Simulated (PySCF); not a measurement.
# Correlation energy of Ir (iridium, neutral)

[Xe] 4f14 5d6 6s2 6p1, one real determinant (an excited configuration). Computed with PySCF 2.14 in x2c-TZVPPall (11s7p7d3f1g, 97 functions), with scalar relativity by spin-free X2C-1e. Frozen: [Xe] 4f14; 9 electrons correlated.

| level | correlation energy (mhartree) |
| --- | --- |
| CCSD | -199.30 |
| (T) | -17.55 |
| CCSD(T) | -216.85 |

Diagnostics: T1 = 0.026, D1 = 0.0987, largest double amplitude 0.250.

The real determinant used has ⟨L²⟩ near 8 against 12 for a pure F term, so it mixes terms. Spin-orbit coupling, absent here, splits the open shell strongly. A double-excitation amplitude exceeds 0.15, a sign of near-degeneracy.

Cost of the coupled-cluster step: roughly 7 core-seconds, for 9 correlated electrons.

The basis was made for the ground configuration and has no added diffuse functions, which can raise the energy of the promoted electron.

The reference is one real determinant that mixes LS terms of this configuration.
